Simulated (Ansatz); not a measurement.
**A basis-limit estimate, worked out**

An elementary step of AlNH4F2, singlet (AlHF₂ ([F][AlH][F]) + NH₃ → AlNH₂F₂ ([NH2][Al]([F])[F]) + H₂; Al–H, H–N broken or loosened, Al–N, H–H formed or tightened). “Start” and “end” are the PBE0-D4/def2-TZVP structures reached by relaxing down either side of its saddle point, with the molecules still in contact.

Program: Ansatz 0.2.0. Basis: def2-TZVPP and def2-QZVPP. Cores are frozen in the correlated methods.

Energies in eV:

| quantity | end | start |
| --- | --- | --- |
| Hartree–Fock, triple zeta (X = 3) | -13547.84262 | -13548.67778 |
| Hartree–Fock, quadruple zeta (X = 4) | -13548.42095 | -13549.24143 |
| MP2 correlation, X = 3 | -22.46300 | -22.27313 |
| MP2 correlation, X = 4 | -24.45112 | -24.25606 |
| CCSD(T) correlation, X = 3 | -23.54804 | -23.42139 |

Task: Work out the step energy at the basis limit: extrapolate Hartree–Fock as E(X) = E∞ + A exp(−7.88 √X) and the MP2 correlation as E(X) = E∞ + B X^−2.97 (the exponents that Neese and Valeev fitted for def2-TZVPP and QZVPP), then add CCSD(T) − MP2 in triple zeta.

Result: Each step is linear, so take the differences first (end − start): Hartree–Fock 0.83516 (X = 3) and 0.82048 (X = 4); MP2 correlation -0.18987 and -0.19506; CCSD(T) correlation -0.12665.
Two points give E∞ = E(4) + w [E(4) − E(3)], with w = 1/(exp(7.88 (2 − √3)) − 1) = 0.1377 for Hartree–Fock and w = 1/((4/3)^2.97 − 1) = 0.7407 for the correlation.
Hartree–Fock: 0.82048 + 0.1377 × (-0.01468) = 0.8185 eV.
MP2 correlation: -0.19506 + 0.7407 × (-0.00519) = -0.1989 eV.
CCSD(T) − MP2: -0.12665 − (-0.18987) = 0.0632 eV.
Sum: 0.8185 + (-0.1989) + 0.0632 = 0.6828 eV, or 15.75 kcal/mol. Plain CCSD(T) in triple zeta gives 0.7085 eV, so the larger basis shifts the result by -0.0257 eV.

No T1 diagnostic of these runs exceeds 0.013.

The step is the kind of exchange with an N–H group that builds nitride films in atomic layer and chemical vapour deposition.

Labels in which every atom is bracketed show which atoms are joined, not bond orders.

For scale, one of the runs: CCSD(T)/def2-TZVPP, 191 basis functions, launched by `ansatz run in.yaml --threads 2 --pin off --events-out ev --progress --plain --max-ram 4352MiB`. Time: 64 s of wall clock on 2 CPU threads of an Arm Neoverse V1; the host was shared. Peak host memory: 2.2 GiB.
